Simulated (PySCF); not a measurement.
Write a Z-matrix for `Nc1ccc(N([SiH3])[SiH3])cc1` as optimised with PBE0-D3(BJ)/def2-SVP.

Z-matrix in Å and degrees, rows numbered from 1:
```
N 
C   1  1.3849
C   2  1.4034  1  121.24
C   3  1.3899  2  121.16  1  -177.86
C   4  1.4018  3  121.51  2     1.00
N   5  1.4196  4  121.43  3   179.47
Si  6  1.7571  5  119.12  4   144.92
Si  6  1.7575  5  118.83  4   -34.98
C   5  1.4015  4  117.21  3    -0.55
C   9  1.3900  5  121.50  4    -0.46
H   1  1.0118  2  115.72  3   -24.16
H   1  1.0117  2  115.74  3  -158.69
H   3  1.0935  2  119.51  1     2.67
H   4  1.0935  3  118.75  2  -178.02
H   7  1.4978  6  113.30  5    77.18
H   7  1.4930  6  109.52  5   -43.33
H   7  1.4915  6  107.43  5  -163.51
H   8  1.4915  6  107.43  5  -163.69
H   8  1.4980  6  113.28  5    77.05
H   8  1.4927  6  109.47  5   -43.44
H   9  1.0935  5  119.73  4   178.71
H  10  1.0935  2  119.50  1    -2.04
```

N6 (nitrogen bridging silicon atoms) is planar (angles 122.0°, 119.1° and 118.8°, sum 360.0°, 0.00 Å off the plane of its three neighbours). Si7 (SiH3 silicon) is distorted tetrahedral (angles from 107.4° to 113.3°). N1 (aniline-type nitrogen) is pyramidal (angles 115.7°, 115.7° and 112.4°, sum 343.8°, 0.26 Å off the plane of its three neighbours). Of the pairs four or more bonds apart, Si8···H14 is among the closest relative to their van der Waals radii: 2.78 Å, 84 % of the sum of Bondi's values.

The calculation used PySCF 2.14.0, PBE0-D3(BJ)/def2-SVP geometry optimisation, gas phase.

PBE0-D3(BJ)/def2-SVP frequencies: not computed here.

Rough CPU time on one thread of a shared machine: about 11 min. That covers the optimisation of the geometry.
